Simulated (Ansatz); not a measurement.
CH$_{6}$SeSi$_{2}$ (`C[SiH]1[SiH2][Se]1`). Charge 0, multiplicity 1. The structure was optimised at the PBE0-D4/def2-TZVP level.

```xyz
10

C     0.150   -1.720    0.212
Si   -0.387   -0.116   -0.569
Si    0.358    1.907    0.099
Se   -1.758    1.232    0.687
H     0.492   -1.550    1.234
H     0.964   -2.168   -0.364
H    -0.683   -2.427    0.237
H    -0.850   -0.295   -1.968
H     0.414    3.084   -0.802
H     1.300    2.053    1.236
```

What is the dipole moment at B3LYP/def2-TZVPP? (Best estimate.)

The calculation gave: 2.09 D, with components (1.56, -1.29, -0.49) D in this frame, pointing from negative to positive charge.

And with PBE, r2SCAN, ωB97M-V? (Estimate.)

Ansatz gave: PBE 1.94 D, r2SCAN 2.07 D, ωB97M-V 2.17 D.

Give the Mulliken charges with B3LYP, ωB97M-V, PBE in def2-TZVPP. (Estimate.)

The calculation gave: 
| atom | B3LYP | ωB97M-V | PBE |
| --- | --- | --- | --- |
| C1 | -0.35 | -0.41 | -0.34 |
| Si2 | 0.26 | 0.21 | 0.20 |
| Si3 | 0.18 | 0.10 | 0.13 |
| Se4 | -0.26 | -0.25 | -0.21 |
| H5 | 0.11 | 0.13 | 0.12 |
| H6 | 0.11 | 0.12 | 0.11 |
| H7 | 0.11 | 0.13 | 0.11 |
| H8 | -0.06 | -0.02 | -0.05 |
| H9 | -0.05 | -0.01 | -0.04 |
| H10 | -0.05 | -0.01 | -0.04 |

B3LYP here is the variant with VWN-RPA as its local correlation; programs differ in this.
